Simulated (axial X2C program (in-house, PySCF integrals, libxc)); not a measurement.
## Worked dissociation energy of RuB: PW91, spin-free

Calculated with an in-house all-electron X2C program for linear molecules (integrals from PySCF). Spin-free means the one-electron spin-free X2C Hamiltonian. Basis: Ru dyall-cv3z [12s12p8d5f3g], B dyall-v3z [7s6p2d1f] (cores contracted in-house); Gaussian nuclei, density fitting, unrestricted open shells. Masses: Ru 101.904 u, B 11.009 u.

Molecular state: M_S = 1/2, Λ = 2 (beyond evenly filled blocks: δ+α, δ+β, δ-α).

| Quantity | Value |
| --- | --- |
| E(Ru) (2M_S = 4, M_L = 0) | -4530.745341 hartree |
| E(B) (2M_S = 1, M_L = 0) | -24.643930 hartree |
| E(RuB) at Re | -4555.585964 hartree |
| ωe | 927.3 cm⁻¹ |
| ωexe | 4.57 cm⁻¹ |

Q: Work out De and D0.

A: De = -4530.745341 + (-24.643930) − (-4555.585964) = 0.19669 hartree = 5.352 eV. The zero-point energy is ωe/2 − ωexe/4 = 462 cm⁻¹ = 0.057 eV, so D0 = 5.295 eV.

Occupations by symmetry block were frozen at the best pattern of an incomplete PBE0 search. De is counted from the lowest determinant-based energies of the atoms at the same level, without counterpoise correction. Other states lie close and PBE0, whose exact exchange favours high spin, may order them wrongly; the determinant shown need not be the ground state. The nearest other spin-free determinant of the search, M_S = 3/2, Λ = 0, lies 0.39 eV up at the distance of the search. The functionals have no current-density term, which raises determinants with orbital currents, atoms included. At some level and bond length an empty orbital lies below a filled one. The determinant is spin-polarised beyond a pure state at some levels (its spin-free form has ⟨S²⟩ too high), which makes Re and μ there less reliable.

Each atomic determinant is the lowest at this level and need not be a pure term. Totals compare only within one Hamiltonian and basis.
